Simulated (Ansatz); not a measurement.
`Cc1cc(-c2sc(-c3sc(-c4sc(-c5sc(-c6sc(N(C)C)cc6C)cc5C)cc4C)cc3C)cc2C)sc1C#N` with charge +1. Total charge 1; doublet. Geometry PBE-D4/def2-SVP, that of the neutral singlet; atoms count from 1.

Cartesian coordinates in Å:
```
C -8.402 -1.916 -8.318
C -6.942 -1.831 -7.982
C -6.423 -1.435 -6.725
C -5.025 -1.431 -6.641
C -4.217 -1.078 -5.503
S -5.027 -0.582 -4.027
C -3.511 -0.341 -3.180
C -3.442 0.105 -1.815
S -1.860 0.357 -1.093
C -2.549 0.829 0.448
C -1.685 1.166 1.549
S 0.005 0.690 1.501
C 0.340 1.424 3.058
C 1.664 1.354 3.619
S 2.804 0.176 2.989
C 4.079 0.707 4.072
C 5.389 0.118 4.076
S 6.580 0.752 5.220
C 7.801 -0.381 4.670
N 9.044 -0.408 5.257
C 9.447 0.678 6.126
C 10.060 -1.242 4.649
C 7.307 -1.178 3.637
C 5.948 -0.911 3.305
C 5.211 -1.659 2.231
C 3.597 1.742 4.883
C 2.251 2.118 4.643
C 1.564 3.226 5.388
C -0.827 2.008 3.564
C -1.969 1.874 2.731
C -3.312 2.445 3.087
C -3.945 0.803 0.369
C -4.461 0.401 -0.890
C -5.932 0.295 -1.176
C -2.445 -0.641 -4.036
C -2.819 -1.054 -5.337
C -1.825 -1.420 -6.401
S -4.329 -1.934 -8.170
C -5.914 -2.138 -8.885
C -6.047 -2.566 -10.224
N -6.170 -2.923 -11.340
H -8.897 -0.932 -8.188
H -8.921 -2.632 -7.648
H -8.560 -2.246 -9.362
H -7.062 -1.153 -5.876
H 8.646 0.892 6.865
H 10.352 0.383 6.691
H 9.666 1.626 5.576
H 10.951 -1.268 5.304
H 9.690 -2.282 4.536
H 10.373 -0.880 3.640
H 7.902 -1.942 3.122
H 4.844 -0.980 1.432
H 5.865 -2.416 1.758
H 4.319 -2.185 2.633
H 4.223 2.232 5.642
H 2.296 3.834 5.953
H 1.013 3.900 4.700
H 0.824 2.834 6.121
H -0.870 2.505 4.539
H -4.030 1.654 3.392
H -3.767 2.983 2.231
H -3.225 3.154 3.932
H -4.596 1.035 1.220
H -6.525 0.558 -0.280
H -6.242 0.974 -1.999
H -6.220 -0.732 -1.485
H -1.396 -0.561 -3.716
H -1.959 -2.465 -6.750
H -1.919 -0.769 -7.296
H -0.790 -1.322 -6.020
```

Single mean-field runs in def2-SVP are fitted with def2-universal-jkfit.

Q: Estimate the Mulliken populations of the heavy atoms from the PBE0/def2-SVP orbitals of Ansatz.

A: 
| atom | charge (e) | spin (α − β) |
| --- | --- | --- |
| C1 | 0.03 | 0.00 |
| C2 | -0.01 | -0.03 |
| C3 | -0.06 | 0.06 |
| C4 | -0.09 | -0.04 |
| C5 | -0.05 | 0.11 |
| S6 | 0.13 | -0.01 |
| C7 | -0.08 | -0.04 |
| C8 | -0.06 | 0.12 |
| S9 | 0.15 | -0.02 |
| C10 | -0.09 | -0.02 |
| C11 | -0.08 | 0.12 |
| S12 | 0.16 | -0.03 |
| C13 | -0.09 | 0.01 |
| C14 | -0.07 | 0.12 |
| S15 | 0.13 | -0.03 |
| C16 | -0.07 | 0.05 |
| C17 | -0.08 | 0.09 |
| S18 | 0.10 | -0.03 |
| C19 | 0.09 | 0.06 |
| N20 | -0.36 | 0.09 |
| C21 | 0.02 | -0.01 |
| C22 | 0.03 | -0.01 |
| C23 | -0.06 | 0.05 |
| C24 | -0.10 | 0.04 |
| C25 | 0.00 | -0.01 |
| C26 | -0.04 | 0.06 |
| C27 | -0.08 | 0.02 |
| C28 | 0.00 | 0.00 |
| C29 | -0.02 | 0.08 |
| C30 | -0.10 | 0.00 |
| C31 | 0.00 | 0.00 |
| C32 | -0.01 | 0.08 |
| C33 | -0.12 | -0.03 |
| C34 | 0.01 | 0.00 |
| C35 | -0.03 | 0.08 |
| C36 | -0.11 | -0.04 |
| C37 | 0.01 | 0.00 |
| S38 | 0.19 | 0.01 |
| C39 | -0.25 | 0.06 |
| C40 | -0.11 | -0.02 |
| N41 | 0.02 | 0.03 |
Mulliken values depend strongly on the basis.

Q: Where does the spin sit?

A: Summed by element: C 0.97, S -0.10, N 0.12, H 0.01, of 1 unpaired in all. Largest on single atoms: C11 0.12, C8 0.12, C14 0.12.

Q: And the Mayer bond orders between heavy atoms (over 0.3, the first 40 of 46)?

A: C1–C2 1.10 (1.50 Å); C2–C3 1.32 (1.42 Å); C2–C39 1.44 (1.40 Å); C3–C4 1.44 (1.40 Å); C4–C5 1.19 (1.44 Å); C4–S38 1.12 (1.75 Å); C5–S6 1.13 (1.76 Å); C5–C36 1.42 (1.41 Å); S6–C7 1.11 (1.75 Å); C7–C8 1.23 (1.44 Å); C7–C35 1.40 (1.40 Å); C8–S9 1.12 (1.76 Å); C8–C33 1.40 (1.41 Å); S9–C10 1.11 (1.75 Å); C10–C11 1.22 (1.44 Å); C10–C32 1.40 (1.40 Å); C11–S12 1.11 (1.76 Å); C11–C30 1.41 (1.41 Å); S12–C13 1.11 (1.75 Å); C13–C14 1.24 (1.44 Å); C13–C29 1.37 (1.40 Å); C14–S15 1.09 (1.76 Å); C14–C27 1.39 (1.41 Å); S15–C16 1.11 (1.76 Å); C16–C17 1.30 (1.44 Å); C16–C26 1.35 (1.40 Å); C17–S18 1.06 (1.77 Å); C17–C24 1.39 (1.40 Å); S18–C19 1.13 (1.75 Å); C19–N20 1.23 (1.37 Å); C19–C23 1.34 (1.40 Å); N20–C21 0.96 (1.45 Å); N20–C22 0.97 (1.45 Å); C23–C24 1.36 (1.42 Å); C24–C25 1.09 (1.50 Å); C26–C27 1.40 (1.42 Å); C27–C28 1.09 (1.50 Å); C29–C30 1.36 (1.42 Å); C30–C31 1.09 (1.50 Å); C32–C33 1.35 (1.42 Å).
